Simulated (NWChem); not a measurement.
# CH6OSSi; SMILES CS[SiH2]O

```xyz
10

Si    -0.4819    -0.9067    -0.2596
O      0.3904    -2.1720     0.3700
S      0.6903     0.8912    -0.1872
C     -0.5545     2.1055     0.3613
H     -1.7339    -0.6011     0.5039
H     -0.8202    -1.3399    -1.6405
H      0.8275    -2.0020     1.2106
H     -1.2849     2.3217    -0.4301
H     -1.0782     1.7696     1.2669
H     -0.0054     3.0285     0.5913
```
Atoms are numbered in this order, from 1.

Program: NWChem. Pople sets run with spherical d functions. Medium grid unless said otherwise, to which SCAN and Minnesota functionals are sensitive. All runs use the structure optimised with PBE0/def2-SVP. Hybrids' shares of exact exchange are those that their runs print; pure functionals count as 0. The functionals differ in more than this share.

```csv
row,share of exact exchange,highest occupied level (eV)
PBE/6-31G*,0.00,-5.67
BP86/6-31G*,0.00,-5.77
TPSSh/6-31G*,0.10,-6.30
B3LYP/6-31G*,0.20,withheld
MN15/6-31G*,0.44,-7.62
```

Q: Fit a straight line of the last column on the one before it, predict the withheld value, and compare with the run.

A: 
1. Means of the 4 shown rows: x = 0.135, y = -6.340. Slope Σ(x − x̄)(y − ȳ)/Σ(x − x̄)² = -0.5592/0.1307 = -4.279; intercept -5.762.
2. The shown rows scatter about the line by 0.073 (root mean square); the largest residual is -0.11, at TPSSh/6-31G*.
3. At x = 0.20 (B3LYP/6-31G*; inside the shown range) the line gives -6.62.
4. The run gives -6.65, -0.03 from the line, 0.4 times the scatter.
